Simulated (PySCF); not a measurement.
Computed shifts of a molecule C3H6GeO, PBE/pcSseg-1 (PySCF), GIAO, gas phase, atoms alike by connectivity averaged where their shifts nearly agree, in ppm (number of nuclei): ¹³C: 177.0 (1), 102.3 (1), 7.9 (1). ¹H: 7.67 (1), 6.94 (1), 5.18 (1), 1.28 (3). References: ¹³C against TMS (σ = 182.0 ppm); ⁷³Ge against GeH4 (σ = 1614.4 ppm); ¹⁷O against H2O (σ = 334.3 ppm); ¹H against TMS (σ = 31.49 ppm), references at their B3LYP-D3(BJ)/def2-TZVP geometries, non-relativistic. Geometry: B3LYP-D3(BJ)/def2-SVP. Other conformers were not sampled.

Which molecule gave these data?
(A) [GeH3][C]1=COC1
(B) [CH3][Ge@H]1[CH]=C[O]1
(C) O=[C]1C[CH2][GeH2]1
(D) C#CC[O][GeH3]

B, [CH3][Ge@H]1[CH]=C[O]1
